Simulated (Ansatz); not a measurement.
Frontier orbitals of `CC(=O)CC(=O)C(F)(F)F`.

Z-matrix (Å, degrees):
```
C
C 1 1.500
H 1 1.088 2 109.9
H 1 1.093 2 111.0 3 -122.5
H 1 1.094 2 109.0 3 119.8
O 2 1.201 1 123.3 3 -10.1
C 2 1.528 1 115.5 3 169.5
C 7 1.501 2 111.3 1 167.4
H 7 1.094 2 107.8 1 -74.0
H 7 1.094 2 109.7 1 43.5
O 8 1.193 7 124.9 2 95.5
C 8 1.548 7 115.3 2 -86.1
F 12 1.343 8 108.2 7 -76.8
F 12 1.336 8 111.4 7 40.9
F 12 1.317 8 112.3 7 163.3
```

The species carries charge 0 and has multiplicity 1. The structure was optimised at the PBE0-D4/def2-TZVP level. It is one conformer, not always the lowest. Basis def2-TZVPP, the Gaussian-basis code of Ansatz.

```
functional  HOMO (eV)  LUMO (eV)  gap (eV)
       PBE      -6.32      -2.83      3.49
    revPBE      -6.24      -2.71      3.53
    B97M-V      -6.81      -2.51      4.30
      PBE0      -7.95      -1.72      6.23
     B3LYP      -7.72      -1.99      5.73
   r2SCANh      -7.26      -2.25      5.01
   ωB97M-V     -10.34       0.63     10.97
```

From PBE to PBE0 the HOMO moves by −1.63 eV and the LUMO by +1.12 eV, and with ωB97M-V by −4.02 and +3.47 eV, so the gap grows from 3.49 to 10.98 eV with exact exchange. A positive LUMO is unbound and depends on the basis.

B3LYP here is the variant with VWN-RPA as its local correlation; programs differ in this.
